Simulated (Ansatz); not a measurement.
`CNB(F)F` + HCl → `FB(F)Cl` + CH₃NH₂ at 500 K and 1 bar (ligand exchange at a B–N bond).

Calculated with Ansatz (gas phase, PBE0-D4/def2-TZVP geometries, no zero-point term in ΔE). CBS: MP2 limit from def2 TZ/QZ plus the TZ coupled-cluster correction, frozen cores. This one scheme is used for every species. One conformer a species, not always the lowest.

```tsv
species	CCSD(T)/CBS energy (Eh)	H − E (kJ/mol)	S (J/(mol·K))
`CNB(F)F`	-319.70892	209.3	363.2
HCl	-460.38127	32.5	201.9
`FB(F)Cl`	-684.31926	53.3	306.9
CH₃NH₂	-95.75281	191.8	270.3
```

H − E and S are ideal-gas, rigid-rotor, harmonic terms from PBE0-D4/def2-TZVP, for one conformer and one mirror image of each species. 1 Eh = 2625.50 kJ/mol, R = 8.31446 J/(mol·K).

Task: By hand: ΔE, ΔH, ΔS and ΔG.

Result: ΔE = (-684.31926) + (-95.75281) − (-319.70892) − (-460.38127) = 0.01812 Eh = 47.6 kJ/mol. Δ(H − E) = 53.3 + 191.8 − 209.3 − 32.5 = 3.3, so ΔH = 50.9 kJ/mol. ΔS = 306.9 + 270.3 − 363.2 − 201.9 = 12.1 J/(mol·K). ΔG = 50.9 − 500 × (12.1)/1000 = 44.9 kJ/mol.

Task: By hand: the equilibrium constant, and the temperature at which ΔG would vanish if ΔH and ΔS stayed fixed.

Result: log₁₀ K = −ΔG/(RT ln 10) = -4.7. ΔG = 0 at ΔH/ΔS = 4207 K, far beyond where these terms or the molecules hold.

The number of gas molecules stays the same, so ΔS is small and ΔH decides. A doubt of 5 kJ/mol in ΔE shifts log₁₀ K by 0.5 here. Other conformers and mirror images would add mixing entropy, several J/(mol·K) or more a flexible species. These are equilibria of isolated gas molecules and say nothing of rates. Largest T1 diagnostic: 0.012 (customary marks: 0.02 for closed shells, 0.045 for open ones).
